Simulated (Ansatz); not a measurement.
Program: Ansatz. Geometries: PBE0-D4/def2-TZVP. ΔE: electronic, gas phase. CBS: MP2 limit from def2 TZ/QZ plus the TZ coupled-cluster correction, frozen cores. This one scheme is used for every species. DFT in def2-TZVPP. B3LYP here is the variant with VWN-RPA as its local correlation; programs differ in this. For Ge outer-core shells are correlated without core-valence functions, which leaves a few kJ/mol of doubt a bond. Scalar relativity is left out up to krypton. Each species was taken in one conformer, which may not be the lowest.

Reaction (hydrogenolysis of a B–Ge bond): `C[B](F)[GeH2][Cl]` + H₂ → `CBF` + `[Cl][GeH3]`

```tsv
level	ΔE (kJ/mol)
B3LYP-D4	-26.0
BHLYP-D4	-34.7
CAM-B3LYP	-39.6
MP2/def2-TZVPP	-26.2
```

What does CCSD(T)/CBS give? (Estimate.)

The calculation gave: -25.5 kJ/mol. The listed levels differ from it by -0.5, -9.2, -14.1, -0.7 kJ/mol.

What do rigid-rotor, harmonic-oscillator terms from PBE0-D4/def2-TZVP frequencies (298.15 K, 1 bar) make of the CCSD(T)/CBS value? (An estimate is asked.)

The calculation gave: ΔZPE = +14.4 kJ/mol, ΔH = -17.4 kJ/mol, ΔS = 22 J/(mol·K), ΔG = -24.0 kJ/mol. Modes under 50 cm⁻¹ make the entropy rough.

Largest T1 diagnostic among the species: 0.012.

In def2-TZVPP, CCSD(T) changes the Hartree–Fock value by +32.6 kJ/mol (the triples alone add +5.6 kJ/mol) and MP2 by +34.7 kJ/mol. The D4 term adds +11.6 kJ/mol with B3LYP and +6.6 kJ/mol with PBE0; it sums over pairs of atoms, weighted by their polarisabilities, and B3LYP, whose exchange is more repulsive, gets the larger term. From BLYP to BHLYP (50 % exact exchange), in def2-TZVPP and without D4, ΔE moves by −11.8 kJ/mol.

CCSD(T)/CBS has its own doubt, a few kJ/mol and more with outer-core shells, so smaller differences from it don't rank the levels.
